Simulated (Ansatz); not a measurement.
System: sum formula Sn₂OH₇, charge 1, multiplicity 1. It need not be the lowest isomer of its formula. 
Structure (B3LYP-D3(BJ)/def2-TZVP (Ansatz, an electronic-structure program) minimum search):
```
O
H 1 0.9658
Sn 1 2.1251 2 114.93
H 3 1.6922 1 100.82 2 59.51
H 3 1.6922 4 117.64 1 108.48
H 3 1.6936 4 117.42 5 148.91
Sn 1 2.1287 2 113.65 3 179.98
H 7 1.6921 1 98.73 2 1.93
H 7 1.6926 8 117.88 2 -106.18
H 7 1.6926 8 117.86 2 105.15
```
Charge +1, spin multiplicity 1.

Parts of the frozen-core correlation energy in def2-TZVPP (Ansatz, hartree). Frozen orbitals: 19; correlated occupied orbitals by spin: 10 and 10; virtual: 200 and 200. Spin-orbit coupling is left out. Past Kr the def2 sets carry scalar-relativistic core potentials.

```json
[
 {"term": "reference (HF)", "value": "-505.44214"},
 {"term": "MP2 opposite-spin", "value": "-0.37763"},
 {"term": "MP2 same-spin", "value": "-0.08665"},
 {"term": "CCSD correlation", "value": "-0.50824"},
 {"term": "(T)", "value": "-0.01463"},
 {"term": "T1 diagnostic", "value": "0.010"},
 {"term": "largest doubles amplitude", "value": "0.021"}
]
```
